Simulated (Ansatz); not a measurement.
A made-up structure of Al2H4O2, closed shell:

```
8
angstrom
O -0.7484 2.4129 -0.4393
Al 0.3077 1.3326 0.3209
O 0.1724 -0.3298 0.1146
Al 0.1207 -2.0042 -0.0262
H -1.4640 2.1528 -1.0162
H 1.4271 1.9456 1.2331
H 0.9258 -2.6870 -1.2049
H -0.3929 3.3046 -0.5789
```

It is relaxed with PBE-D4/def2-SVP and then PBE0-D4/def2-TZVP (Ansatz 0.2.0). Atoms count as bonded within 1.22 times the sum of their covalent radii (H–H: 0.88 Å). The end point is not checked to be a true minimum.

Problem. Does its bonding change? (A judgement: the text doesn't fix the answer.)

Solution. By the calculation: Yes. Formed: Al4–H5; broken: O1–H5.

Where it ends: The first stage lowers the energy by 4.49 eV in 42 steps. It ends as Al₂H₄O₂ ([OH][AlH][O][AlH2]):
O1  (0.267, 3.317, -0.065)
Al2  (0.452, 1.800, 0.659)
O3  (0.042, 0.381, -0.143)
Al4  (-0.341, -1.093, -0.856)
H5  (-1.804, -1.665, -0.667)
H6  (1.027, 1.767, 2.118)
H7  (0.775, -1.836, -1.696)
H8  (-0.071, 3.457, -0.947)
(Å)

Labels in which every atom is bracketed show which atoms are joined, not bond orders.

For scale, one of the runs: PBE0-D4/def2-TZVP relaxation, 160 basis functions, launched by `ansatz run in.yaml --threads 2 --pin off --events-out ev --progress --plain --max-ram 4352MiB`. Hardware: 2 CPU threads of an AMD EPYC 7R13, shared host. Wall time about 68 s.
